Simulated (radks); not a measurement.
Initial-state core-level shifts of the silicon ion Si+ when its valence configuration changes from [Ne] 3s2 3p1. Calculated with a radial shooting solver on a logarithmic mesh with Libxc functionals: non-relativistic Kohn-Sham, SCAN, spin-unpolarised, spherical densities, point nucleus; meta-GGA in the generalised Kohn-Sham scheme. Shifts are changes of the shell-averaged eigenvalues in eV (positive: less bound); the change of the density at the nucleus, which sets a Mossbauer isomer shift, is in e/bohr^3, on a base of 1768.

| valence | 1s | 2s | 2p | density at nucleus |
|---|---|---|---|---|
| 3s1 3p2 | -1.765 | -1.693 | -1.685 | -4.6944 |
| 3s1.5 3p1.5 | -0.889 | -0.853 | -0.849 | -2.3461 |
| 3p3 | -3.444 | -3.310 | -3.295 | -9.4965 |
| 3s0.5 3p2.5 | -2.627 | -2.518 | -2.508 | -7.0545 |
